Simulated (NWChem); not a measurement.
System: phosphine (PH3); SMILES P

Here is an NWChem input.

```
start job
memory heap 200 mb stack 700 mb global 900 mb
geometry units angstroms noautosym nocenter noautoz
  P      0.000000     0.000000     0.138081
  H     -0.777651     0.908539    -0.643574
  H      1.175643     0.219196    -0.643574
  H     -0.397992    -1.127735    -0.643574
end
basis spherical bse
  * library x2c-svpall-s
end
relativistic
  zora on
  zora:cutoff 1d-30
end
dft
  xc pbe0
  grid fine
  iterations 150
end
property
  shielding 2 1 2
end
task dft property
```

NWChem printed, in part:

```
             Northwest Computational Chemistry Package (NWChem) 7.3.0
             --------------------------------------------------------

                             Geometry "geometry" -> ""
                             -------------------------

 Output coordinates in angstroms (scale by  1.889725989 to convert to a.u.)

  No.       Tag          Charge          X              Y              Z
 ---- ---------------- ---------- -------------- -------------- --------------
    1 P                   15.0000     0.00000000     0.00000000     0.13808100
    2 H                    1.0000    -0.77765100     0.90853900    -0.64357400
    3 H                    1.0000     1.17564300     0.21919600    -0.64357400
    4 H                    1.0000    -0.39799200    -1.12773500    -0.64357400

 Effective nuclear repulsion energy (a.u.)      17.4340642274

                              NWChem Property Module
                              ----------------------

  itol2e modified to match energy
  convergence criterion.

                                 NWChem DFT Module
                                 -----------------

 Summary of "ao basis" -> "ao basis" (spherical)
 ------------------------------------------------------------------------------
       Tag                 Description            Shells   Functions and Types
 ---------------- ------------------------------  ------  ---------------------
 P                        x2c-svpall-s               9       21   4s4p1d
 H                        x2c-svpall-s               4        8   2s2p

  itol2e modified to match energy
  convergence criterion.

            General Information
            -------------------
          SCF calculation type: DFT
          Wavefunction type:  closed shell.
          No. of atoms     :     4
          No. of electrons :    18
           Alpha electrons :     9
            Beta electrons :     9
          Charge           :     0
          Spin multiplicity:     1
          Use of symmetry is: off; symmetry adaption is: off
          Maximum number of iterations: 150
          AO basis - number of functions:    45
                     number of shells:    21
          Convergence on energy requested:  1.00D-07
          Convergence on density requested:  1.00D-05
          Convergence on gradient requested:  5.00D-04

              XC Information
              --------------
                         PBE0 Method XC Functional
                     Hartree-Fock (Exact) Exchange  0.250
          PerdewBurkeErnzerhof Exchange Functional  0.750
            Perdew 1991 LDA Correlation Functional  1.000 local
           PerdewBurkeErnz. Correlation Functional  1.000 non-local

             Grid Information
             ----------------
          Grid used for XC integration:  fine
          Radial quadrature: Mura-Knowles
          Angular quadrature: Lebedev.
          Tag              B.-S. Rad. Rad. Pts. Rad. Cut. Ang. Pts.
          ---              ---------- --------- --------- ---------
          P                   1.00      123           7.0       770
          H                   0.35       60           8.0       590
          Grid pruning is: on
          Number of quadrature shells:   303
          Spatial weights used:  Erf1

      Superposition of Atomic Density Guess
      -------------------------------------

 Sum of atomic energies:        -341.94789806
          Performing ZORA calculations
          ----------------------------

       Generating atomic ZORA corrections
       ----------------------------------

      Superposition of Atomic Density Guess
      -------------------------------------

 Sum of atomic energies:        -341.94789806

      Non-variational initial energy
      ------------------------------

 Total energy =    -342.142495
 1-e energy   =    -507.214624
 2-e energy   =     147.638065
 HOMO         =      -0.308801
 LUMO         =       0.106039

   convergence    iter        energy       DeltaE   RMS-Dens  Diis-err
 ---------------- ----- ----------------- --------- --------- ---------
 d= 0,ls=0.0,diis     1   -344.1078833719 -3.62D+02  6.07D-03  1.21D-01
 d= 0,ls=0.0,diis     2   -344.1182550967 -1.04D-02  2.57D-03  8.23D-03
 d= 0,ls=0.0,diis     3   -344.1192692830 -1.01D-03  5.05D-04  7.58D-04
 d= 0,ls=0.0,diis     4   -344.1193606773 -9.14D-05  7.85D-05  4.28D-06
 d= 0,ls=0.0,diis     5   -344.1193613167 -6.39D-07  2.18D-05  1.02D-06
 d= 0,ls=0.0,diis     6   -344.1193614658 -1.49D-07  2.09D-06  2.80D-09
 d= 0,ls=0.0,diis     7   -344.1193614664 -5.87D-10  3.23D-07  1.13D-10

      Commencing ZORA Property Calculations
      -------------------------------------

(nogshift,skip_gshiftAOev,done_Fji)=( 1,F,T)

         Total DFT energy =     -344.119361466371
      One electron energy =     -509.817050176218
           Coulomb energy =      172.546572369688
    Exchange-Corr. energy =      -24.282947887224
 Nuclear repulsion energy =       17.434064227383

       Scaling correction =        0.458892409682

 Numeric. integr. density =       18.000000123197

                       DFT Final Molecular Orbital Analysis
                       ------------------------------------

 Vector    7  Occ=2.000000D+00  E=-3.934981D-01
              MO Center= -1.4D-01, -3.2D-01, -3.3D-01, r^2= 1.8D+00
   Bfn.  Coefficient  Atom+Function         Bfn.  Coefficient  Atom+Function
  ----- ------------  ---------------      ----- ------------  ---------------
    38      0.368858  4 H  s                 12     -0.299318  1 P  py
    15     -0.270140  1 P  py                22     -0.194158  2 H  s
    39      0.183958  4 H  s                 30     -0.174700  3 H  s
     6      0.131502  1 P  py                23     -0.096831  2 H  s
    11     -0.095491  1 P  px                31     -0.087127  3 H  s

 Vector    8  Occ=2.000000D+00  E=-3.934980D-01
              MO Center=  1.4D-01,  3.2D-01, -3.3D-01, r^2= 1.8D+00
   Bfn.  Coefficient  Atom+Function         Bfn.  Coefficient  Atom+Function
  ----- ------------  ---------------      ----- ------------  ---------------
    30      0.325058  3 H  s                 22     -0.313823  2 H  s
    11      0.299318  1 P  px                14      0.270140  1 P  px
    31      0.162114  3 H  s                 23     -0.156511  2 H  s
     5     -0.131502  1 P  px                12     -0.095490  1 P  py
    15     -0.086182  1 P  py                 8     -0.059834  1 P  px

 Vector    9  Occ=2.000000D+00  E=-2.863671D-01
              MO Center=  5.8D-08,  1.4D-07,  3.6D-01, r^2= 1.8D+00
   Bfn.  Coefficient  Atom+Function         Bfn.  Coefficient  Atom+Function
  ----- ------------  ---------------      ----- ------------  ---------------
    16      0.458013  1 P  pz                 4      0.376239  1 P  s
    13      0.351284  1 P  pz                 3      0.327409  1 P  s
     2     -0.216005  1 P  s                  7     -0.156302  1 P  pz
    22     -0.141461  2 H  s                 30     -0.141461  3 H  s
    38     -0.141461  4 H  s                 23     -0.105810  2 H  s

 Vector   10  Occ=0.000000D+00  E= 4.500428D-02
              MO Center= -1.1D-01, -1.3D-01, -1.1D-01, r^2= 3.1D+00
   Bfn.  Coefficient  Atom+Function         Bfn.  Coefficient  Atom+Function
  ----- ------------  ---------------      ----- ------------  ---------------
    15      1.120825  1 P  py                39      1.005255  4 H  s
    23     -0.666448  2 H  s                 31     -0.338807  3 H  s
    38      0.275400  4 H  s                 12      0.244033  1 P  py
    22     -0.182580  2 H  s                 14      0.173144  1 P  px
     6     -0.126129  1 P  py                18      0.099278  1 P  d -1

 Vector   11  Occ=0.000000D+00  E= 4.500439D-02
              MO Center=  1.1D-01,  1.3D-01, -1.1D-01, r^2= 3.1D+00
   Bfn.  Coefficient  Atom+Function         Bfn.  Coefficient  Atom+Function
  ----- ------------  ---------------      ----- ------------  ---------------
    14      1.120825  1 P  px                31     -0.965157  3 H  s
    23      0.775997  2 H  s                 30     -0.264415  3 H  s
    11      0.244032  1 P  px                22      0.212592  2 H  s
    39      0.189165  4 H  s                 15     -0.173144  1 P  py
     5     -0.126129  1 P  px                20     -0.099278  1 P  d  1

 Vector   12  Occ=0.000000D+00  E= 7.113328D-02
              MO Center=  2.2D-06, -3.3D-07, -7.3D-01, r^2= 4.2D+00
   Bfn.  Coefficient  Atom+Function         Bfn.  Coefficient  Atom+Function
  ----- ------------  ---------------      ----- ------------  ---------------
     4      1.688363  1 P  s                 23     -1.086958  2 H  s
    31     -1.086962  3 H  s                 39     -1.086959  4 H  s
    16     -1.064330  1 P  pz                 3      0.449724  1 P  s
     2     -0.265038  1 P  s                 13     -0.164876  1 P  pz
     7      0.087714  1 P  pz                22     -0.063242  2 H  s

     Multipole analysis of the density
     ---------------------------------

     L   x y z        total         alpha         beta         nuclear
     -   - - -        -----         -----         ----         -------
     0   0 0 0     -0.000000     -9.000000     -9.000000     18.000000

     1   1 0 0     -0.000000     -0.000000     -0.000000      0.000000
     1   0 1 0     -0.000001     -0.000000     -0.000000      0.000000
     1   0 0 1     -0.358719     -0.312106     -0.312106      0.265493

     2   2 0 0    -10.898409     -9.279662     -9.279662      7.660916
     2   1 1 0      0.000000      0.000001      0.000001     -0.000002
     2   1 0 1     -0.000001     -0.000001     -0.000001      0.000000
     2   0 2 0    -10.898409     -9.279664     -9.279664      7.660919
     2   0 1 1     -0.000000     -0.000000     -0.000000      0.000000
     2   0 0 2    -12.397097     -8.927838     -8.927838      5.458579

            Scalar ZORA NMR Shielding
            -------------------------

          -----------------------------------------
          Chemical Shielding Tensors (GIAO, in ppm)
          -----------------------------------------

                                NWChem CPHF Module
                                ------------------

  scftype          =     RHF
  nclosed          =        9
  nopen            =        0
  variables        =      324
  # of vectors     =        3
  tolerance        = 0.10D-03
  level shift      = 0.00D+00
  max iterations   =       50
  max subspace     =       30

 SCF residual:    4.4791652570325943E-007

Iterative solution of linear equations
  No. of variables      324
  No. of equations        3
  Maximum subspace       30
        Iterations       50
       Convergence  1.0D-04

   iter   nsub   residual    time
   ----  ------  --------  ---------
     1      3    2.95D-01      24.4
     2      6    1.11D-02      25.5
     3      9    4.57D-04      26.6
     4     12    1.57D-05      27.7

      Atom:    1  P
        Diamagnetic
    965.2418     -0.0000     -0.0000
     -0.0000    965.2418     -0.0000
     -0.0000     -0.0000    963.3206

        Paramagnetic
   -380.2986     -0.0000      0.0001
     -0.0000   -380.2984     -0.0000
      0.0001     -0.0000   -437.9641

        Total Shielding Tensor
    584.9432     -0.0000      0.0001
     -0.0000    584.9434     -0.0000
      0.0001     -0.0000    525.3565

           isotropic =     565.0811
          anisotropy =      29.7936

          Principal Components and Axis System
                 1           2           3
              584.9434    584.9432    525.3565

      1        -0.1286      0.9917     -0.0000
      2         0.9917      0.1286      0.0000
      3        -0.0000      0.0000      1.0000

      Atom:    2  H
        Diamagnetic
     28.7609     -5.4089      4.5018
     -5.4089     30.4505     -5.2595
      4.5018     -5.2595     27.5507

        Paramagnetic
      0.6844      1.6362     -1.3357
      1.6362      0.1733      1.5605
     -1.3357      1.5605      0.3629

        Total Shielding Tensor
     29.4453     -3.7727      3.1661
     -3.7727     30.6238     -3.6990
      3.1661     -3.6990     27.9136

           isotropic =      29.3276
          anisotropy =      10.8883

          Principal Components and Axis System
                 1           2           3
               36.5865     26.2162     25.1801

      1        -0.5670      0.7597     -0.3183
      2         0.6625      0.6503      0.3719
      3        -0.4895      0.0000      0.8720
```

Level: PBE0/x2c-SVPall-s, scalar ZORA without spin-orbit coupling, GIAO. Coordinates come from a PBE0/def2-SVP optimisation. Not confirmed as a minimum by frequencies. The printed shielding anisotropy is the first printed principal value minus the mean of the other two.
